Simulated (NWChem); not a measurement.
System: C$_{4}$H$_{7}$O, doublet; SMILES [CH]1CCOC1

NWChem input:

```
start job
memory heap 200 mb stack 900 mb global 1100 mb
geometry units angstroms noautoz
  C     -1.193416     0.344311    -0.056640
  C     -0.050149     1.277289     0.131176
  C      1.127736     0.345665    -0.172849
  O      0.705870    -0.937680     0.223129
  C     -0.670792    -1.051576    -0.058203
  H     -2.247423     0.618821    -0.111516
  H     -0.082690     2.163538    -0.524616
  H      0.001985     1.654837     1.173054
  H      2.048494     0.590464     0.376817
  H      1.358763     0.369769    -1.258159
  H     -1.134220    -1.704621     0.705692
  H     -0.840231    -1.550485    -1.041005
end
basis spherical
  * library 6-31g*
end
dft
  odft
  mult 2
  xc r2scan
  iterations 150
end
task dft gradient
```

Parts of the log:

```
             Northwest Computational Chemistry Package (NWChem) 7.3.0
             --------------------------------------------------------

 C1  symmetry detected

                             Geometry "geometry" -> ""
                             -------------------------

 Output coordinates in angstroms (scale by  1.889725989 to convert to a.u.)

  No.       Tag          Charge          X              Y              Z
 ---- ---------------- ---------- -------------- -------------- --------------
    1 C                    6.0000    -1.21390030     0.26646806    -0.03903023
    2 C                    6.0000    -0.12790257     1.26687256     0.14147461
    3 C                    6.0000     1.10055867     0.41338861    -0.19051285
    4 O                    8.0000     0.76548051    -0.89756507     0.19790312
    5 C                    6.0000    -0.60574706    -1.09411313    -0.06367302
    6 H                    1.0000    -2.28364883     0.47539430    -0.07488804
    7 H                    1.0000    -0.22577453     2.15581092    -0.50410189
    8 H                    1.0000    -0.08278599     1.63662817     1.18647006
    9 H                    1.0000     2.01294939     0.70956413     0.34770439
   10 H                    1.0000     1.31240689     0.46253423    -1.27888655
   11 H                    1.0000    -1.01558396    -1.78223716     0.70005984
   12 H                    1.0000    -0.75945953    -1.59287062    -1.04913381

 Effective nuclear repulsion energy (a.u.)     182.2253597594

                                 NWChem DFT Module
                                 -----------------

 Summary of "ao basis" -> "ao basis" (spherical)
 ------------------------------------------------------------------------------
       Tag                 Description            Shells   Functions and Types
 ---------------- ------------------------------  ------  ---------------------
 C                           6-31g*                  6       14   3s2p1d
 O                           6-31g*                  6       14   3s2p1d
 H                           6-31g*                  2        2   2s

            General Information
            -------------------
          SCF calculation type: DFT
          Wavefunction type:  spin polarized.
          No. of atoms     :    12
          No. of electrons :    39
           Alpha electrons :    20
            Beta electrons :    19
          Charge           :     0
          Spin multiplicity:     2
          Use of symmetry is: off; symmetry adaption is: off
          Maximum number of iterations: 150
          AO basis - number of functions:    84
                     number of shells:    44
          Convergence on energy requested:  1.00D-06
          Convergence on density requested:  1.00D-05
          Convergence on gradient requested:  5.00D-04

              XC Information
              --------------
                      r^2SCAN Method XC Functional
               r^2SCAN metaGGA Exchange Functional  1.000
                     r^2SCAN Correlation Potential  1.000

             Grid Information
             ----------------
          Grid used for XC integration:  medium
          Radial quadrature: Mura-Knowles
          Angular quadrature: Lebedev.
          Tag              B.-S. Rad. Rad. Pts. Rad. Cut. Ang. Pts.
          ---              ---------- --------- --------- ---------
          C                   0.70       49           9.0       434
          O                   0.60       49           9.0       434
          H                   0.35       45          11.0       434
          Grid pruning is: on
          Number of quadrature shells:   560
          Spatial weights used:  Erf1

      Superposition of Atomic Density Guess
      -------------------------------------

 Sum of atomic energies:        -228.88299660

      Non-variational initial energy
      ------------------------------

 Total energy =    -232.014399
 1-e energy   =    -670.315408
 2-e energy   =     256.075650
 HOMO         =      -0.101131
 LUMO         =       0.148449

   convergence    iter        energy       DeltaE   RMS-Dens  Diis-err
 ---------------- ----- ----------------- --------- --------- ---------
 d= 0,ls=0.0,diis     1   -231.5787913116 -4.14D+02  6.00D-03  1.32D-01
                                                     5.73D-03  1.31D-01
 d= 0,ls=0.0,diis     2   -231.5785731213  2.18D-04  3.68D-03  1.63D-01
                                                     3.62D-03  1.61D-01
 d= 0,ls=0.0,diis     3   -231.6368453015 -5.83D-02  1.06D-03  1.82D-02
                                                     9.96D-04  1.81D-02
 d= 0,ls=0.0,diis     4   -231.6429916348 -6.15D-03  3.66D-04  1.13D-03
                                                     3.65D-04  1.23D-03
 d= 0,ls=0.0,diis     5   -231.6435144301 -5.23D-04  1.25D-04  9.55D-05
                                                     1.14D-04  7.63D-05
  Resetting Diis
 d= 0,ls=0.0,diis     6   -231.6435635185 -4.91D-05  2.96D-05  2.59D-06
                                                     2.50D-05  2.51D-06
 d= 0,ls=0.0,diis     7   -231.6435660697 -2.55D-06  8.05D-06  1.84D-07
                                                     1.22D-05  5.47D-07
 d= 0,ls=0.0,diis     8   -231.6435661634 -9.37D-08  5.66D-06  4.94D-07
                                                     4.27D-06  2.96D-07

         Total DFT energy =     -231.643566163386
      One electron energy =     -674.243610079714
           Coulomb energy =      293.181527287669
    Exchange-Corr. energy =      -32.806843130744
 Nuclear repulsion energy =      182.225359759404

 Numeric. integr. density =       38.999974713169

                    DFT Final Alpha Molecular Orbital Analysis
                    ------------------------------------------

 Vector   18  Occ=1.000000D+00  E=-2.833552D-01
              MO Center=  5.4D-01, -3.5D-01,  1.2D-01, r^2= 2.3D+00
   Bfn.  Coefficient  Atom+Function         Bfn.  Coefficient  Atom+Function
  ----- ------------  ---------------      ----- ------------  ---------------
    46     -0.326858   4 O  py               45      0.298417   4 O  px
    50     -0.232400   4 O  py               48      0.218250   4 O  s
    49      0.216227   4 O  px               17      0.177902   2 C  px
     4     -0.169017   1 C  py               59     -0.168221   5 C  px
    32      0.165216   3 C  py               47      0.150312   4 O  pz

 Vector   19  Occ=1.000000D+00  E=-2.126545D-01
              MO Center=  5.9D-01, -6.0D-01, -2.4D-02, r^2= 1.9D+00
   Bfn.  Coefficient  Atom+Function         Bfn.  Coefficient  Atom+Function
  ----- ------------  ---------------      ----- ------------  ---------------
    47      0.522955   4 O  pz               51      0.401689   4 O  pz
    80      0.221317  10 H  s                84      0.185173  12 H  s
    46      0.182004   4 O  py               79      0.155609  10 H  s
    50      0.140814   4 O  py               33     -0.137462   3 C  pz
    45     -0.127434   4 O  px               83      0.121963  12 H  s

 Vector   20  Occ=1.000000D+00  E=-1.653754D-01
              MO Center= -1.0D+00,  1.8D-01, -1.8D-02, r^2= 2.2D+00
   Bfn.  Coefficient  Atom+Function         Bfn.  Coefficient  Atom+Function
  ----- ------------  ---------------      ----- ------------  ---------------
     5      0.558289   1 C  pz                9      0.507534   1 C  pz
    76     -0.199283   8 H  s                84      0.197168  12 H  s
    82     -0.177056  11 H  s                74      0.141650   7 H  s
    75     -0.133964   8 H  s                83      0.134594  12 H  s
    81     -0.121715  11 H  s                61     -0.108859   5 C  pz

 Vector   21  Occ=0.000000D+00  E= 8.818688D-02
              MO Center=  7.3D-02,  4.2D-01, -1.5D-01, r^2= 5.4D+00
   Bfn.  Coefficient  Atom+Function         Bfn.  Coefficient  Atom+Function
  ----- ------------  ---------------      ----- ------------  ---------------
    20      0.912241   2 C  s                34      0.850552   3 C  s
    74     -0.800659   7 H  s                80     -0.678955  10 H  s
    62      0.633125   5 C  s                76     -0.623406   8 H  s
    78     -0.557585   9 H  s                84     -0.552935  12 H  s
    82     -0.524877  11 H  s                63     -0.505767   5 C  px

 Vector   22  Occ=0.000000D+00  E= 1.208737D-01
              MO Center=  4.3D-01,  4.9D-01,  4.1D-01, r^2= 4.7D+00
   Bfn.  Coefficient  Atom+Function         Bfn.  Coefficient  Atom+Function
  ----- ------------  ---------------      ----- ------------  ---------------
    76      1.026033   8 H  s                20     -0.881564   2 C  s
    78      0.863852   9 H  s                48      0.657780   4 O  s
    23     -0.568263   2 C  pz               62     -0.570674   5 C  s
    82      0.546602  11 H  s                35     -0.507006   3 C  px
    74     -0.415062   7 H  s                36      0.387947   3 C  py

 Vector   23  Occ=0.000000D+00  E= 1.311938D-01
              MO Center= -3.6D-01,  8.7D-02, -3.3D-01, r^2= 5.5D+00
   Bfn.  Coefficient  Atom+Function         Bfn.  Coefficient  Atom+Function
  ----- ------------  ---------------      ----- ------------  ---------------
     6      1.003878   1 C  s                72     -0.950980   6 H  s
    62     -0.937686   5 C  s                34     -0.793617   3 C  s
    80      0.764207  10 H  s                84      0.763571  12 H  s
    48      0.597031   4 O  s                76     -0.546508   8 H  s
    82      0.488667  11 H  s                36      0.470337   3 C  py

                     DFT Final Beta Molecular Orbital Analysis
                     -----------------------------------------

 Vector   17  Occ=1.000000D+00  E=-3.253209D-01
              MO Center= -2.4D-01,  2.5D-01, -5.0D-02, r^2= 3.0D+00
   Bfn.  Coefficient  Atom+Function         Bfn.  Coefficient  Atom+Function
  ----- ------------  ---------------      ----- ------------  ---------------
    31      0.305644   3 C  px               60      0.293897   5 C  py
     3      0.208393   1 C  px               18      0.198232   2 C  py
    17     -0.184077   2 C  px                4     -0.177063   1 C  py
    72     -0.163818   6 H  s                71     -0.159825   6 H  s
    35      0.153041   3 C  px               64      0.151120   5 C  py

 Vector   18  Occ=1.000000D+00  E=-2.812162D-01
              MO Center=  4.9D-01, -4.0D-01,  1.3D-01, r^2= 2.3D+00
   Bfn.  Coefficient  Atom+Function         Bfn.  Coefficient  Atom+Function
  ----- ------------  ---------------      ----- ------------  ---------------
    46      0.327974   4 O  py               45     -0.295705   4 O  px
    50      0.233076   4 O  py               48     -0.220022   4 O  s
    49     -0.214243   4 O  px                4      0.179822   1 C  py
    17     -0.176832   2 C  px               59      0.172136   5 C  px
    32     -0.165680   3 C  py               47     -0.150118   4 O  pz

 Vector   19  Occ=1.000000D+00  E=-2.104333D-01
              MO Center=  5.8D-01, -6.7D-01, -3.7D-02, r^2= 1.9D+00
   Bfn.  Coefficient  Atom+Function         Bfn.  Coefficient  Atom+Function
  ----- ------------  ---------------      ----- ------------  ---------------
    47      0.525904   4 O  pz               51      0.405666   4 O  pz
    80      0.218875  10 H  s                84      0.197224  12 H  s
    46      0.181586   4 O  py               79      0.152061  10 H  s
    50      0.141556   4 O  py               83      0.136441  12 H  s
    33     -0.131671   3 C  pz               61     -0.125876   5 C  pz

 Vector   20  Occ=0.000000D+00  E=-4.522972D-02
              MO Center= -1.0D+00,  2.4D-01, -1.4D-02, r^2= 2.2D+00
   Bfn.  Coefficient  Atom+Function         Bfn.  Coefficient  Atom+Function
  ----- ------------  ---------------      ----- ------------  ---------------
     9      0.559904   1 C  pz                5      0.492883   1 C  pz
    76     -0.293861   8 H  s                84      0.245011  12 H  s
    82     -0.236361  11 H  s                74      0.203787   7 H  s
    75     -0.129910   8 H  s                78     -0.126388   9 H  s
    83      0.116719  12 H  s                81     -0.108096  11 H  s

 Vector   21  Occ=0.000000D+00  E= 9.236846D-02
              MO Center=  9.8D-02,  4.2D-01, -2.3D-01, r^2= 5.2D+00
   Bfn.  Coefficient  Atom+Function         Bfn.  Coefficient  Atom+Function
  ----- ------------  ---------------      ----- ------------  ---------------
    34      0.885708   3 C  s                74     -0.795068   7 H  s
    20      0.737280   2 C  s                80     -0.730496  10 H  s
    48      0.551536   4 O  s                78     -0.538042   9 H  s
    63     -0.511468   5 C  px               84     -0.498762  12 H  s
    62      0.492078   5 C  s                76     -0.488508   8 H  s

 Vector   22  Occ=0.000000D+00  E= 1.265853D-01
              MO Center=  4.9D-01,  1.1D-01,  2.9D-01, r^2= 4.8D+00
   Bfn.  Coefficient  Atom+Function         Bfn.  Coefficient  Atom+Function
  ----- ------------  ---------------      ----- ------------  ---------------
    78      0.950349   9 H  s                48      0.840637   4 O  s
    20     -0.811832   2 C  s                76      0.763846   8 H  s
    62     -0.733877   5 C  s                34     -0.610059   3 C  s
    82      0.542196  11 H  s                35     -0.526880   3 C  px
    36      0.471580   3 C  py               63     -0.417295   5 C  px

   alpha - beta orbital overlaps
   -----------------------------

   alpha      1      2      3      4      5      6      7      8      9     10
    beta      1      2      3      5      4      6      7      8      9     10
 overlap   1.000  1.000  1.000  1.000  1.000  1.000  0.968  0.970  0.999  0.990

   alpha     11     12     13     14     15     16     17     18     19     20
    beta     11     12     13     14     15     16     17     18     19     20
 overlap   0.997  0.993  0.996  0.999  0.974  0.981  0.998  0.998  0.994  0.975

   alpha     21     22     23     24     25     26     27     28     29     30
    beta     21     22     23     24     25     26     27     28     29     30
 overlap   0.993  0.945  0.716  0.799  0.877  0.927  0.937  0.959  0.987  0.990

   alpha     31     32     33     34     35     36     37     38     39     40
    beta     31     32     33     35     34     36     36     38     40     39
 overlap   0.996  0.994  0.879  0.575  0.963  0.577  0.593  0.795  0.796  0.977

   alpha     41     42     43     44     45     46     47     48     49     50
    beta     41     42     43     44     45     46     47     48     49     50
 overlap   0.962  0.989  0.996  0.987  0.977  0.996  0.972  0.916  0.894  0.966

[...]

                         DFT ENERGY GRADIENTS

    atom               coordinates                        gradient
                 x          y          z           x          y          z
   1 C      -2.293939   0.503552  -0.073756    0.006852  -0.001432   0.000360
   2 C      -0.241701   2.394042   0.267348    0.002217  -0.007280  -0.002232
   3 C       2.079754   0.781191  -0.360017   -0.006848  -0.009173   0.005467
   4 O       1.446548  -1.696152   0.373983   -0.009236   0.009710  -0.006521
   5 C      -1.144696  -2.067574  -0.120325    0.011694   0.004498   0.003339
   6 H      -4.315471   0.898365  -0.141518   -0.004095   0.000722  -0.000097
   7 H      -0.426652   4.073892  -0.952614   -0.000421   0.002031  -0.000990
   8 H      -0.156443   3.092779   2.242103   -0.000342   0.000867   0.001803
   9 H       3.803923   1.340882   0.657066    0.002489   0.001888   0.000687
  10 H       2.480089   0.874063  -2.416745    0.000895   0.000435  -0.001660
  11 H      -1.919175  -3.367940   1.322921   -0.002200  -0.001490   0.001250
  12 H      -1.435170  -3.010089  -1.982575   -0.001007  -0.000777  -0.001405
```

Level: r2SCAN/6-31G* (spherical d), spin-unrestricted. Structure relaxed at the PBE0/def2-SVP, spin-unrestricted level. No stability test was run on the SCF state.
